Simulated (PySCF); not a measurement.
PySCF input file for Si(Br)(Me)(OH)2 (CH₅BrO₂Si), SMILES C[Si](O)(O)Br, SMD-B3LYP/def2-SVP. Geometry optimised at B3LYP-D3(BJ)/def2-SVP. This is a generated structure with no PubChem entry under its InChIKey; it may be hypothetical. One conformer was computed; it need not be the lowest.

```python
import numpy as np
from pyscf import gto, scf, dft
from pyscf.solvent import smd

mol = gto.M(
    atom='''
    C     2.19857206   -0.02985560   -0.54804587
    Si    0.37756259    0.24783351   -0.72487680
    O    -0.32497866   -0.63202900   -1.94328987
    O     0.14674509    1.85835921   -1.00316237
    Br   -0.66129284   -0.38906356    1.18440932
    H     2.60762209    0.60689640    0.25080677
    H     2.70844398    0.22080930   -1.49198809
    H     2.41017301   -1.08099355   -0.30145560
    H    -0.88317684   -1.37362202   -1.68245656
    H    -0.74925283    2.14295752   -1.22106453
    ''',
    basis='def2-SVP',
    charge=0,
    spin=0,
    max_memory=1600,
    verbose=3,
)
mf = dft.RKS(mol, xc='b3lyp').density_fit(auxbasis='def2-universal-jkfit')
mf.grids.level = 3
mf.conv_tol = 1e-9
mf.max_cycle = 100
mf.kernel()
res = {}
for name in ['water', '1-octanol', 'n-hexane']:
    s = mf.SMD()
    s.with_solvent.solvent, s.with_solvent.sasa_ng = name, 302
    s.kernel(mf.make_rdm1())
    res[name] = (s.e_tot, s.with_solvent.get_cds(), s.dip_moment(), s.mo_energy, s.converged)
    print(f'SMD {name}: dG(solv) = {(s.e_tot - mf.e_tot) * 627.509474:.3f} kcal/mol, of which CDS {res[name][1] * 627.509474:.3f}')
```

Log of the run:

```
converged SCF energy = -3054.8651548456
converged SCF energy = -3054.87733542767
Dipole moment(X, Y, Z, Debye): -0.49584, -0.78883, -0.92246
SMD water: dG(solv) = -7.643 kcal/mol, of which CDS 2.275
converged SCF energy = -3054.87865540383
Dipole moment(X, Y, Z, Debye): -0.45507, -0.72289, -0.93604
SMD 1-octanol: dG(solv) = -8.472 kcal/mol, of which CDS -0.381
converged SCF energy = -3054.8723452174
Dipole moment(X, Y, Z, Debye): -0.31910, -0.58148, -0.87344
SMD n-hexane: dG(solv) = -4.512 kcal/mol, of which CDS -2.808
```

Self-consistency was reached.

Cost: around 90 core-seconds (rough).
